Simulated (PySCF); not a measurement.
Removing the step error of a finite difference

System: C₂H₃AlClNO, singlet, at a GFN2-xTB geometry (such geometries of metal compounds can be far from the true shape). Level: PBE0/6-31G, polarisability (PySCF). Sums are taken with unrounded values, so a last digit can differ.

Second differences of the energy in a field along z gave a polarisability along z of 40.262 bohr³ at step 0.005 and 40.438 bohr³ at step 0.02 (atomic units).

Task: Extrapolate to zero step.

Result: The leading error of a symmetric difference goes as h², so A(h) = A0 + c h². Then c = (40.438 - (40.262))/(0.02² - 0.005²) = 467 (atomic units) and A0 = 40.262 - c × 0.005² = 40.251 bohr³. The analytic value from the same program and level is 40.251 bohr³: the smaller step missed it by 0.011, the extrapolation by 0.000.
